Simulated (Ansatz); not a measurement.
The same path of BrH + Cl2GaH (6 atoms, charge 0, multiplicity 1) was run 3 times with different band settings. Lost on the way: Ga1–H2, Br5–H6. Made: Ga1–Br5, H2–H6.

These are results of Ansatz, RKS B3LYP/def2-SVP, not measurements.

Relaxed end points:

```xyz
6
Properties=species:S:1:pos:R:3
Ga 0.002 0.259 -0.021
H -0.002 0.803 1.435
Cl 1.823 0.139 -1.181
Cl -1.827 0.051 -1.156
Br 0.074 -2.615 1.053
H 0.086 -2.180 2.416
```

```xyz
6
Properties=species:S:1:pos:R:3
Ga 0.024 -0.832 -0.509
H 0.021 0.329 2.249
Cl 1.840 0.237 -0.892
Cl -1.846 0.152 -0.864
Br 0.080 -3.016 0.147
H 0.038 -0.414 2.415
```

Common settings: movable images 9; climbing image yes; optimiser quadratic models (default); start path through a guess of the saddle point; force threshold 0.05 eV/Å; end points relaxed.

| run | spring | iteration limit |
| --- | --- | --- |
| 1 | 5.0 eV/Å² | 32 |
| 2 | 20.0 eV/Å² | 35 |
| 3 | 0.5 eV/Å² | 46 |

(1) What does each run give, and how far can it be trusted?

Results:

(1) Run 1: converged after 7 iterations, highest image 0.652 eV above the first end. A vibrational analysis at the climbing image gives one clearly imaginary mode, 987i cm⁻¹: a first-order saddle point.
Run 2: converged after 7 iterations, highest image 0.652 eV above the first end. Another band between the same ends (9 images) ends at a top of the same energy, where a vibrational analysis finds 1 clearly imaginary mode.
Run 3: converged after 7 iterations, highest image 0.652 eV above the first end. Another band between the same ends (9 images) ends at a top of the same energy, where a vibrational analysis finds 1 clearly imaginary mode.
The orbitals stay closed-shell, which can raise the energy where a bond breaks towards radicals; this wasn't checked here.
